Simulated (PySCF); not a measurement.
Energy of Ru²⁺ (ruthenium, charge +2) between two integer charges

The 4d beta orbital of [Kr] 4d6 is emptied in steps (occupation f), with all orbitals relaxed, ending at [Kr] 4d5. Computed with PySCF 2.14 in def2-TZVP with the def2 core potential (28 electrons), with a scalar-relativistic core potential. The exact energy is a straight line in f; departures are measured from the line between the end points of the same method.

Task: Among PBE0, r2SCAN, LC-wPBE, which shows the largest delocalisation error (convex curve), and which is closest to linear?

Result: Most convex: r2SCAN (-1.290 eV at f = 0.4); closest to linear: LC-wPBE (-0.312 eV).

| f | PBE0 (eV) | r2SCAN (eV) | LC-wPBE (eV) |
| --- | --- | --- | --- |
| 1 | 0.000 | 0.000 | 0.000 |
| 0.8 | -0.673 | -0.872 | -0.207 |
| 0.6 | -1.012 | -1.301 | -0.311 |
| 0.4 | -1.013 | -1.290 | -0.312 |
| 0.2 | -0.675 | -0.849 | -0.208 |
| 0 | 0.000 | 0.000 | 0.000 |

```
 method  E(f=0) − E(f=1) (eV)  −ε at f=1 (eV)  −ε at f=0.4 (eV)
   PBE0                28.369          24.173            29.209
 r2SCAN                27.979          22.514            29.117
LC-wPBE                28.386          27.103            28.643
```

Reference removal energy between the ground levels: 28.47 eV (semi-empirical (NIST evaluation); NIST Atomic Spectra Database, ionization energies). The calculation has no spin-orbit coupling. The determinant left behind need not be the lowest term of the ion.
